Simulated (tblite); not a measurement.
A geometry optimisation, step by step.

Compound: C5H7F3N2.
Atom-mapped SMILES: `[CH2:1]=[CH:2]/[CH:3]=[N:4]\[NH:5][CH2:6][C:7]([F:8])([F:9])[F:10]` (hydrogens: H11, H12 on C1; H13 on C2; H14 on C3; H15 on N5; H16, H17 on C6)

Computed with GFN2-xTB (tblite), gas phase: L-BFGS steps from a force-field or distance-geometry start until the largest atomic force falls under 0.01 eV/Å. 5 of its 149 geometries are shown.

Step 0: E = -931.2969 eV, largest atomic force 2.731 eV/Å
```
atom  x, y, z in Å  |  force x, y, z in eV/Å
C1      3.557    0.174   -0.050   -0.246   0.141  -0.200
C2      2.221    0.240   -0.018    1.086  -0.470   1.209
C3      1.468   -0.385    1.081   -1.817   1.246  -1.614
N4      0.159   -0.313    1.103    0.339  -0.366  -0.754
N5     -0.569    0.339    0.115    1.138   1.263   0.034
C6     -1.885   -0.105   -0.331    1.968  -0.674   0.364
C7     -2.912   -0.114    0.756   -1.256  -1.106   1.221
F8     -2.576   -0.947    1.821   -0.536   1.383  -1.331
F9     -3.233    1.115    1.264    0.135  -1.545  -0.574
F10    -4.049   -0.721    0.199    0.867   1.090   0.958
H11     4.086    0.641   -0.867    0.179  -0.145   0.101
H12     4.136   -0.327    0.710   -0.045   0.072  -0.083
H13     1.745    0.770   -0.820   -0.390  -0.060   0.006
H14     2.022   -0.903    1.867   -0.662   0.287  -0.332
H15    -0.196    1.205   -0.379   -0.359  -1.588   0.856
H16    -2.228    0.513   -1.161    0.048  -0.040   0.113
H17    -1.753   -1.170   -0.652   -0.448   0.513   0.026
```

Step 37: E = -932.0349 eV, largest atomic force 0.129 eV/Å
```
atom  x, y, z in Å  |  force x, y, z in eV/Å
C1      3.654    0.239    0.098   -0.002   0.029  -0.012
C2      2.333    0.366   -0.024    0.028   0.000  -0.002
C3      1.403   -0.349    0.829    0.063   0.000  -0.019
N4      0.128   -0.390    0.823    0.066  -0.059   0.024
N5     -0.640    0.363    0.019    0.056  -0.039   0.059
C6     -1.936   -0.184   -0.299    0.060  -0.018  -0.024
C7     -2.928   -0.122    0.868    0.037   0.023   0.030
F8     -2.592   -0.892    1.899    0.020  -0.039   0.001
F9     -3.105    1.114    1.343    0.025   0.074  -0.035
F10    -4.140   -0.546    0.451    0.081   0.030   0.010
H11     4.342    0.764   -0.544   -0.059  -0.024  -0.023
H12     4.108   -0.393    0.847   -0.119   0.045   0.019
H13     1.942    1.000   -0.813   -0.035   0.010   0.082
H14     1.862   -0.972    1.588   -0.096  -0.024  -0.001
H15    -0.189    0.865   -0.742   -0.034   0.039  -0.063
H16    -2.370    0.389   -1.119   -0.071   0.027  -0.012
H17    -1.878   -1.243   -0.583   -0.021  -0.074  -0.033
```

Step 74: E = -932.0837 eV, largest atomic force 0.105 eV/Å
```
atom  x, y, z in Å  |  force x, y, z in eV/Å
C1      3.595    0.399    0.254   -0.031  -0.015   0.009
C2      2.278    0.400    0.065   -0.046  -0.011  -0.012
C3      1.380   -0.534    0.709    0.003  -0.003  -0.046
N4      0.120   -0.680    0.556    0.076   0.031  -0.011
N5     -0.624    0.075   -0.251    0.046  -0.015  -0.040
C6     -2.001   -0.300   -0.381    0.024   0.025   0.052
C7     -2.770    0.001    0.912   -0.061   0.022   0.051
F8     -2.395   -0.745    1.948    0.024   0.004   0.004
F9     -2.647    1.285    1.280    0.040  -0.019  -0.013
F10    -4.087   -0.216    0.742   -0.042  -0.017  -0.038
H11     4.234    1.114   -0.234    0.042  -0.024   0.005
H12     4.069   -0.321    0.900   -0.001   0.028   0.016
H13     1.846    1.135   -0.603   -0.031   0.024   0.000
H14     1.816   -1.220    1.424   -0.021   0.005  -0.038
H15    -0.225    0.715   -0.930   -0.027  -0.024   0.099
H16    -2.483    0.281   -1.168    0.035  -0.021  -0.067
H17    -2.113   -1.374   -0.582   -0.032   0.009   0.028
```

Step 111: E = -932.1999 eV, largest atomic force 0.070 eV/Å
```
atom  x, y, z in Å  |  force x, y, z in eV/Å
C1      3.416    0.570    0.479   -0.013  -0.008  -0.053
C2      2.139    0.425    0.131    0.016   0.026   0.014
C3      1.384   -0.774    0.422    0.008  -0.006  -0.015
N4      0.172   -1.056    0.143   -0.014  -0.001   0.020
N5     -0.627   -0.245   -0.574    0.016  -0.014  -0.017
C6     -2.033   -0.458   -0.386    0.010   0.010   0.026
C7     -2.558    0.199    0.898   -0.014   0.015   0.027
F8     -2.203   -0.469    1.998   -0.009   0.056   0.033
F9     -2.095    1.455    1.035   -0.019  -0.029   0.000
F10    -3.897    0.282    0.903    0.005  -0.005   0.012
H11     3.973    1.464    0.253   -0.023  -0.001   0.030
H12     3.950   -0.214    0.989   -0.001  -0.008   0.002
H13     1.633    1.233   -0.383    0.017   0.008  -0.013
H14     1.908   -1.557    0.954   -0.036  -0.012  -0.007
H15    -0.356    0.728   -0.703    0.002   0.010   0.013
H16    -2.595   -0.040   -1.226    0.028  -0.019  -0.010
H17    -2.219   -1.531   -0.295    0.028  -0.024  -0.060
```

Step 148: E = -932.2109 eV, largest atomic force 0.009 eV/Å
```
atom  x, y, z in Å  |  force x, y, z in eV/Å
C1      3.451    0.529    0.479    0.006   0.000   0.004
C2      2.166    0.417    0.152    0.004  -0.001   0.001
C3      1.412   -0.798    0.370   -0.002  -0.003  -0.002
N4      0.190   -1.052    0.108   -0.002   0.000   0.001
N5     -0.625   -0.191   -0.522    0.003  -0.002   0.008
C6     -2.025   -0.453   -0.364    0.000  -0.001  -0.002
C7     -2.617    0.224    0.879    0.000  -0.002  -0.004
F8     -2.093   -0.227    2.021   -0.003   0.004   0.001
F9     -2.404    1.553    0.857    0.001  -0.005   0.001
F10    -3.944    0.050    0.957    0.008  -0.001  -0.001
H11     4.004    1.439    0.322   -0.001   0.001  -0.004
H12     3.991   -0.294    0.917   -0.003  -0.002  -0.001
H13     1.656    1.262   -0.293   -0.002   0.006   0.001
H14     1.940   -1.624    0.826   -0.002   0.001  -0.001
H15    -0.368    0.793   -0.580   -0.001   0.005  -0.002
H16    -2.582   -0.085   -1.231    0.000  -0.001   0.000
H17    -2.158   -1.532   -0.259   -0.003   0.001   0.001
```

**Question.** Summarise the path.

**Answer.** The energy falls by 88.19 kJ/mol from step 0 to step 148; nine tenths of that is first reached at step 81. It rises by more than 0.2 meV at step 79. The largest force goes from 2.731 to 0.009 eV/Å. Among the bonds C7–F10 changes most, from 1.404 to 1.341 Å; the atoms move by 0.845 Å rms after alignment.

**Question.** Follow the three bonds and two angles with the largest change from start to end.

**Answer.** 
```csv
step,E above end (kJ/mol),largest force (eV/Å),C7–F10 (Å),C7–F8 (Å),N4–N5 (Å),C2–C3–N4 (°),N4–N5–C6 (°)
0,88.19,2.731,1.404,1.393,1.389,120.0,123.2
6,29.83,0.418,1.353,1.333,1.346,127.3,118.6
13,24.33,0.204,1.349,1.330,1.346,127.7,117.3
19,22.32,0.149,1.347,1.329,1.346,128.2,116.3
26,20.31,0.133,1.349,1.330,1.344,128.6,115.1
32,18.67,0.141,1.350,1.330,1.346,129.6,115.2
39,16.51,0.110,1.349,1.331,1.342,131.3,115.9
45,15.20,0.097,1.349,1.330,1.337,130.7,116.2
51,14.32,0.092,1.347,1.331,1.334,130.6,115.6
58,13.48,0.073,1.346,1.331,1.334,130.1,115.3
64,13.15,0.073,1.346,1.331,1.335,130.0,115.4
71,12.58,0.101,1.347,1.331,1.332,128.9,115.8
77,11.16,0.301,1.342,1.330,1.331,129.3,117.7
84,6.83,0.187,1.349,1.334,1.339,128.2,117.0
90,4.54,0.198,1.344,1.332,1.348,129.2,114.7
97,2.52,0.139,1.342,1.333,1.346,129.9,114.5
103,1.57,0.108,1.340,1.335,1.345,129.5,115.0
109,1.21,0.063,1.344,1.335,1.346,129.4,115.1
116,0.76,0.042,1.342,1.335,1.343,129.5,114.9
122,0.67,0.024,1.342,1.335,1.344,129.4,114.7
129,0.56,0.028,1.342,1.335,1.343,129.6,115.3
135,0.46,0.053,1.341,1.335,1.342,129.4,115.8
142,0.10,0.071,1.343,1.336,1.343,129.6,115.3
148,0.00,0.009,1.341,1.335,1.342,129.5,115.0
```

What follows is the cost of the whole relaxation. On one thread, Arm Neoverse V1 (aarch64), shared host, this took 1.0 s wall.
